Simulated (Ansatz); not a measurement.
CH₅FGeSSi, SMILES `F[SiH]1C[S][GeH2]1`, 10 atoms. Total charge 0; spin multiplicity 1. Correlated methods include outer-core shells of Ge, which these sets cover unevenly. Scalar relativity is left out up to krypton. All runs use 4 threads of an Intel Xeon Platinum 8488C on a shared host. Correlated methods freeze the cores.

(1) Give the basis size and wall time and peak host memory of each of these runs in Ansatz. RHF-MP2/def2-QZVPP energy; RHF-CCSD(T)/def2-SVP energy; RKS PBE0-D4/def2-QZVPP energy; RKS PBE0-D4/def2-SVP energy; RKS BHLYP-D4/def2-TZVPP energy; RHF-CCSD(T)/def2-TZVPP energy; RKS PBE0-D4/def2-TZVP frequencies; RKS BLYP-D4/def2-TZVPP energy; RKS ωB97X-V/def2-TZVPP energy; direct RPA on PBE orbitals/def2-TZVPP energy; RKS PBE0-D4/def2-TZVP relaxation (6 steps); RKS ωB97M-V/def2-SVP energy. (Best estimate.)

Answers

(1) The calculation gave: Other jobs shared the machine, so times are rough.

| level | job | functions | wall time | peak host memory (GiB) |
| --- | --- | --- | --- | --- |
| RKS PBE0-D4/def2-SVP | energy | 121 | 1.1 s | 0.56 |
| RKS BLYP-D4/def2-TZVPP | energy | 264 | 1.8 s | 0.43 |
| RKS BHLYP-D4/def2-TZVPP | energy | 264 | 3.3 s | 0.96 |
| RKS ωB97M-V/def2-SVP | energy | 121 | 3.6 s | 0.56 |
| direct RPA on PBE orbitals/def2-TZVPP | energy | 264 | 4.5 s | 0.69 |
| RHF-CCSD(T)/def2-SVP | energy | 121 | 6.5 s | 0.64 |
| RKS ωB97X-V/def2-TZVPP | energy | 264 | 7.5 s | 1.1 |
| RKS PBE0-D4/def2-QZVPP | energy | 493 | 9 s | 2.5 |
| RHF-MP2/def2-QZVPP | energy | 493 | 22 s | 3.4 |
| RKS PBE0-D4/def2-TZVP | relaxation (6 steps) | 214 | 23 s | 0.73 |
| RKS PBE0-D4/def2-TZVP | frequencies | 214 | 2.2 min | 0.73 |
| RHF-CCSD(T)/def2-TZVPP | energy | 264 | 2.6 min | 6.3 |
